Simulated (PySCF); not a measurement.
## Orbital picture of AsC

LDA at R = 1.675 Å; As aug-cc-pVDZ-PP with ECP10, C aug-cc-pVDZ; scalar-relativistic core potentials (PySCF 2.14). State: ²Σ⁺ (doublet), unpaired electrons σ ↑. Only the outer orbitals are listed, counted within each symmetry, core potentials removing the inner ones.

```json
{"spin": "α", "orbital": "5σ", "occ.": "1", "ε (eV)": "-18.20", "on As (%)": "60", "main shells (%)": "54 As s, 36 C s"}
{"spin": "α", "orbital": "6σ", "occ.": "1", "ε (eV)": "-11.88", "on As (%)": "53", "main shells (%)": "43 C s, 39 As s, 14 As p"}
{"spin": "α", "orbital": "7σ", "occ.": "1", "ε (eV)": "-7.72", "on As (%)": "34", "main shells (%)": "49 C p, 32 As p, 17 C s"}
{"spin": "α", "orbital": "3π", "occ.": "1", "ε (eV)": "-7.22", "on As (%)": "46", "main shells (%)": "53 C p, 45 As p"}
{"spin": "α", "orbital": "3π", "occ.": "1", "ε (eV)": "-7.22", "on As (%)": "46", "main shells (%)": "53 C p, 45 As p"}
{"spin": "α", "orbital": "4π", "occ.": "0", "ε (eV)": "-3.05", "on As (%)": "60", "main shells (%)": "54 As p, 39 C p"}
{"spin": "α", "orbital": "4π", "occ.": "0", "ε (eV)": "-3.05", "on As (%)": "60", "main shells (%)": "54 As p, 39 C p"}
{"spin": "β", "orbital": "5σ", "occ.": "1", "ε (eV)": "-17.72", "on As (%)": "65", "main shells (%)": "59 As s, 30 C s"}
{"spin": "β", "orbital": "6σ", "occ.": "1", "ε (eV)": "-11.08", "on As (%)": "59", "main shells (%)": "39 C s, 35 As s, 24 As p"}
{"spin": "β", "orbital": "3π", "occ.": "1", "ε (eV)": "-6.86", "on As (%)": "58", "main shells (%)": "57 As p, 41 C p"}
{"spin": "β", "orbital": "3π", "occ.": "1", "ε (eV)": "-6.86", "on As (%)": "58", "main shells (%)": "57 As p, 41 C p"}
{"spin": "β", "orbital": "7σ", "occ.": "0", "ε (eV)": "-6.08", "on As (%)": "24", "main shells (%)": "46 C p, 30 C s, 26 As p"}
{"spin": "β", "orbital": "4π", "occ.": "0", "ε (eV)": "-2.56", "on As (%)": "51", "main shells (%)": "50 C p, 43 As p"}
{"spin": "β", "orbital": "4π", "occ.": "0", "ε (eV)": "-2.56", "on As (%)": "51", "main shells (%)": "50 C p, 43 As p"}
```

Problem. Which are the highest filled and the lowest empty level, where do they sit, and how wide is the gap?

Solution. Highest filled β 3π at -6.86 eV (in %: 57 As p, 41 C p); lowest empty β 7σ at -6.08 eV (in %: 46 C p, 30 C s, 26 As p); the gap at LDA is 0.78 eV.

```
bond order (Mayer)                              : 2.84
⟨S²⟩                                            : 0.777
charge on As (Mulliken, basis-dependent)        : 0.22
charge on As (Löwdin, basis-dependent)          : 0.51
dipole moment (positive dipole means As(−)C(+)) : -1.57 D
polarisability along the bond                   : 52.9 bohr³
polarisability across the bond                  : 38.3 bohr³
```

Spin–orbit coupling is left out. The state was picked by a PBE0 search and need not be the measured ground state.
